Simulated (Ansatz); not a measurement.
A nudged elastic band was laid between two geometries of FGeH3O2 (7 atoms, charge 0, multiplicity 1).

Method: Ansatz, RKS PBE0-D4/def2-SVP.

```json
{
 "movable images": "5",
 "climbing image": "yes",
 "spring": "5.0 eV/Å²",
 "optimiser": "quadratic models (default)",
 "start path": "through a guess of the saddle point",
 "force threshold": "0.05 eV/Å",
 "iteration limit": "60",
 "end points": "relaxed"
}
```

First end point:

```xyz
7
Properties=species:S:1:pos:R:3
Ge 0.058 -0.048 0.469
H -0.110 -0.029 1.980
O 1.704 0.130 -0.125
H 2.090 -0.715 -0.380
O -0.931 1.217 -0.223
H -0.734 1.378 -1.154
F -0.448 -1.598 -0.134
```

Last end point:

```xyz
7
Properties=species:S:1:pos:R:3
Ge -0.935 -0.025 0.583
H 1.723 -0.300 1.591
O 1.392 0.095 0.775
H 1.430 -0.615 0.110
O -1.051 1.313 -0.585
H -0.650 1.105 -1.439
F -0.281 -1.238 -0.601
```

Task: Which bonds break or form, and what moves?

Result: Bonds broken: Ge1–H2, Ge1–O3. Bonds formed: H2–O3. FGeH3O2 becomes FGeHO + H2O.

Task: What energy profile does the band end with?

Result: It converged. The highest image is number 3 of 0 to 6, 237.9 kJ/mol above the first end and 209.1 kJ/mol above the last; the last end lies 28.8 kJ/mol above the first. Neighbouring images differ by up to 1.6 eV, so the band resolves the path poorly. A vibrational analysis at the climbing image gives one clearly imaginary mode, 1382i cm⁻¹: a first-order saddle point. The orbitals stay closed-shell, which can raise the energy where a bond breaks towards radicals; this wasn't checked here.

| image | path coordinate (Å) | energy (kJ/mol) | Ge1–H2 (Å) | Ge1–O3 (Å) | H2–O3 (Å) |
| --- | --- | --- | --- | --- | --- |
| 0 | 0.00 | 0.0 | 1.52 | 1.76 | 2.78 |
| 1 | 0.61 | 5.1 | 1.52 | 1.76 | 2.69 |
| 2 | 1.22 | 92.0 | 1.52 | 1.78 | 2.12 |
| 3 | 1.82 | 237.9 | 1.61 | 1.95 | 1.46 |
| 4 | 2.37 | 84.2 | 2.02 | 2.22 | 1.00 |
| 5 | 2.92 | 37.6 | 2.59 | 2.33 | 0.97 |
| 6 | 3.47 | 28.8 | 2.86 | 2.34 | 0.97 |

Task: What is the geometry of the highest image?

Result: 
```xyz
7
Properties=species:S:1:pos:R:3:forces:R:3
Ge -0.269 0.023 0.550 0.01 0.03 0.01
H 0.938 -0.127 1.604 -0.01 0.00 0.00
O 1.665 0.057 0.349 0.00 0.01 0.00
H 2.042 -0.765 -0.006 0.00 -0.01 0.00
O -0.961 1.373 -0.345 0.01 -0.01 0.01
H -1.133 1.134 -1.267 0.00 0.01 0.00
F -0.655 -1.359 -0.451 0.00 -0.02 -0.01
```

The band took 11 iterations and of the order of 110 core-seconds.

The run took 60 s on 2 threads of Intel(R) Xeon(R) 6975P-C (Granite Rapids), with other jobs on the host, peak memory 0.19 GiB.
